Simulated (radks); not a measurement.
Species: He I. Configuration: [He] (the NIST ground configuration). All-electron calculation, scalar-relativistic Kohn-Sham, Slater X-alpha with alpha = 0.68, spin-polarised, spherical densities, finite nucleus; Gaussian nuclear charge, rms radius 1.6755 fm. Program: a radial shooting solver on a logarithmic mesh with Libxc functionals.

Normalised radial functions P(r) = r R(r), r in bohr:

```
   r/bohr * 1s (the largest magnitude, 0.91, reaches the edge; | marks zero)
  0.03736 |         *
   0.0475 |           *
  0.06038 |              *
  0.07676 |                  *
  0.09836 |                      *
    0.125 |                           *
    0.159 |                                *
   0.2021 |                                     *
   0.2569 |                                           *
   0.3266 |                                                *
   0.4151 |                                                    *
   0.5278 |                                                      *
   0.6709 |                                                     *
   0.8529 |                                                  *
    1.084 |                                            *
    1.389 |                                   *
    1.766 |                         *
    2.245 |                *
    2.854 |         *
    3.629 |   *
```

1s: eigenvalue -14.288 eV, 0 radial nodes, <r> = 0.968 bohr, 90 % of the charge inside 1.78 bohr.
